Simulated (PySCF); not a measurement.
**A small calculation by hand: chemical shift, span and skew from a shielding tensor**

Si(H)3(NHiPr) (C3H11NSi), SMILES CC(C)N[SiH3]. Atoms are numbered in the order given.

```xyz
16

Si     1.8250     0.3634     0.2357
N      0.4098    -0.6183     0.0322
C     -0.9712    -0.2145     0.2415
C     -1.1915     1.2057    -0.2576
C     -1.9053    -1.1937    -0.4552
H      1.9168     1.0643     1.5625
H      1.9380     1.4239    -0.8122
H      2.9825    -0.5730     0.1140
H      0.5540    -1.6123     0.1743
H     -1.2218    -0.2251     1.3248
H     -2.2320     1.5191    -0.0881
H     -0.5441     1.9278     0.2669
H     -0.9756     1.2751    -1.3355
H     -2.9596    -0.9298    -0.2818
H     -1.7153    -1.1956    -1.5400
H     -1.7532    -2.2194    -0.0820
```

Coordinates come from a PBE0-D3(BJ)/def2-SVP optimisation. The values are those of a single conformer.

GIAO shieldings from HF/pcSseg-1 (PySCF), non-relativistic, no solvent. The symmetric part of the tensor of C3 has the principal values 139.7, 145.0, 169.8 ppm. The same nucleus in TMS has σ = 192.6 ppm at this level (PySCF, at its B3LYP-D3(BJ)/def2-TZVP geometry).

**Question.** Work out the isotropic shielding, the ¹³C shift against TMS, the span and the skew.

**Answer.** 
σ(iso) = (σ11 + σ22 + σ33)/3 = 151.5 ppm. δ = σ(ref) − σ(iso) = 192.6 − (151.5) = 41.1 ppm.
Span Ω = σ33 − σ11 = 30.1 ppm. Skew κ = 3(σ(iso) − σ22)/Ω = 0.65. Tumbling in solution averages the tensor to δ; in a static solid the shielding alone would spread this spin-1/2 line over Ω.
